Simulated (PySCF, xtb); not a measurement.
Al(Br)(NH2)(NMe2) (C2H8AlBrN2), SMILES C[N](C)[Al]([NH2])[Br].

GFN2-xTB (xtb) at its own geometry gives an orbital gap of 3.12 eV and a dipole moment of 5.24 D.

Geometry: ωB97X-D3(BJ)/def2-SVP. One conformer was computed; it need not be the lowest.

### Question
What does r2SCAN/def2-TZVP (PySCF) give? (Estimate from the structure and the level; the computed values follow.)

### Answer
gap 4.82 eV (levels -5.33 and -0.52 eV), dipole 2.36 D.
